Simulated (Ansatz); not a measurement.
`[NH2][Hf]([F])([F])[F]` + H–F → `[F][Hf]([F])([F])[F]` + NH₃  (ligand exchange at the Hf–N bond)

Computed with Ansatz on PBE0-D4/def2-TZVP structures; ΔE is electronic, products minus reactants. CBS: MP2 limit from def2 TZ/QZ plus the TZ coupled-cluster correction, frozen cores. This one scheme is used for every species. DFT in def2-TZVPP. B3LYP here is the variant with VWN-RPA as its local correlation; programs differ in this. def2 core potentials past Kr. For Hf outer-core shells are correlated without core-valence functions, which leaves a few kJ/mol of doubt a bond. Each species was taken in one conformer, which may not be the lowest.

`[NH2][Hf]([F])([F])[F]`:

Cartesian coordinates in Å:
```
N -1.176 -0.406 0.049
Hf 0.732 0.244 -0.046
F 1.878 -1.106 0.665
F 1.097 0.654 -1.870
F 0.940 1.792 1.055
H -1.848 -0.347 -0.703
H -1.622 -0.831 0.850
```

H–F:

Z-matrix (Å, degrees):
```
F
H 1 0.920
```

`[F][Hf]([F])([F])[F]`:

Z-matrix (Å, degrees):
```
Hf
F 1 1.897
F 1 1.897 2 109.5
F 1 1.897 2 109.5 3 120.0
F 1 1.897 2 109.5 3 -120.0
```

NH₃:

Z-matrix (Å, degrees):
```
N
H 1 1.013
H 1 1.013 2 107.1
H 1 1.013 2 107.1 3 -114.5
```

```json
{"level": "B3LYP", "ΔE (eV)": "-1.24"}
{"level": "CCSD/def2-TZVPP", "ΔE (eV)": "-1.13"}
```

(1) What does CCSD(T)/CBS give? (Best estimate.)

Largest T1 diagnostic among the species: 0.016.

Results:

(1) Computed: -1.12 eV. The listed levels differ from it by -0.12, -0.01 eV.

Leaving LDA and LC-ωPBE aside and taking each functional with its dispersion term where it has one, the values, not all of them listed here, spread over 0.15 eV, from B97M-V to PBE-QIDH. LDA lies +0.09 eV from PBE without D4. From PBE to PBE0 (25 % exact exchange), in def2-TZVPP and without D4, ΔE moves by +0.04 eV. The D4 term adds +0.04 eV with B3LYP and +0.02 eV with PBE0; it sums over pairs of atoms, weighted by their polarisabilities, and B3LYP, whose exchange is more repulsive, gets the larger term.
